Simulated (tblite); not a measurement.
A tight-binding relaxation on `C[SiH2]N1C=C[CH][CH-]1` [radical].

Computed with GFN2-xTB geometry optimisation, gas phase (tblite 0.8.0). Start geometry: from a force field or distance geometry. The input is one job of a driver script: a line of settings, then coordinates in Å.

Command:
```bash
OMP_NUM_THREADS=1 python probes_run.py task.json out
```

Input:
```
{"job": {"kind": "relax", "xc": "GFN2-xTB", "basis": "xTB"}, "charge": -1, "multiplicity": 2}
C      2.528900     0.335100    -0.288100
Si     1.246900    -0.765500     0.526600
N     -0.392200    -0.184900     0.408100
C     -1.502900    -0.865300    -0.207200
C     -2.390800     0.022300    -0.590200
C     -1.918200     1.394000    -0.274700
C     -0.961400     1.085200     0.862700
H      2.221500     0.384100    -1.362200
H      2.534600     1.347500     0.105300
H      3.486600    -0.178800    -0.256100
H      1.380300    -2.078900    -0.163300
H      1.609700    -1.002900     1.961100
H     -1.561200    -1.961000    -0.281700
H     -3.312800    -0.237500    -1.089200
H     -1.337500     1.775800    -1.133500
H     -1.639100     0.939900     1.771100
```

Output:
```
step      E/eV     max force
  0    -543.19292    2.415
  1    -543.40141    1.589
  2    -543.54857    1.692
  3    -543.70269    1.359
  4    -543.89376    1.449
  5    -544.03829    1.632
  6    -544.22101    1.275
  7    -544.41390    2.296
  8    -544.58446    2.049
  9    -544.93365    1.812
... (119 lines left out)
129    -546.35753    0.092
130    -546.35769    0.031
131    -546.35783    0.028
132    -546.35794    0.025
133    -546.35803    0.022
134    -546.35816    0.024
135    -546.35828    0.020
136    -546.35834    0.021
137    -546.35837    0.011
138    -546.35839    0.008
```

«max force» is the largest atomic force in eV/Å.

Question: From which step on does the largest force stay under 0.1 eV/Å, and how much energy is left to gain from there?

Answer: From step 111 (0.079 eV/Å), 10.3 meV above the end.

In short: energy lowered by 73.0 kcal/mol over 138 steps; largest atomic force 0.008 eV/Å at the end.

Question: Where do the atoms end?

Answer: 0.975 Å rms from the input after alignment:
```
atom  x, y, z in Å
C1     2.7499   -0.1838   -0.2493
Si2    1.2069   -0.5380    0.8449
N3    -0.4441   -0.0936    0.3155
C4    -1.1615   -0.7124   -0.6551
C5    -2.3785   -0.0918   -0.8198
C6    -2.4024    0.9748    0.0941
C7    -1.2003    0.9408    0.7597
H8     2.4785    0.0014   -1.2899
H9     3.3178    0.6802    0.0928
H10    3.4271   -1.0371   -0.2474
H11    1.0340   -1.9830    0.3407
H12    1.3253    0.7269    1.6954
H13   -0.7676   -1.5753   -1.1615
H14   -3.1528   -0.3662   -1.5194
H15   -3.2004    1.6860    0.2427
H16   -0.8395    1.5800    1.5451
```

The run took 0.76 s of wall time on one thread, Arm Neoverse V2 (aarch64), no GPU, on a shared host.
Labels such as C1 count atoms from 1, the log's own numbers from 0.
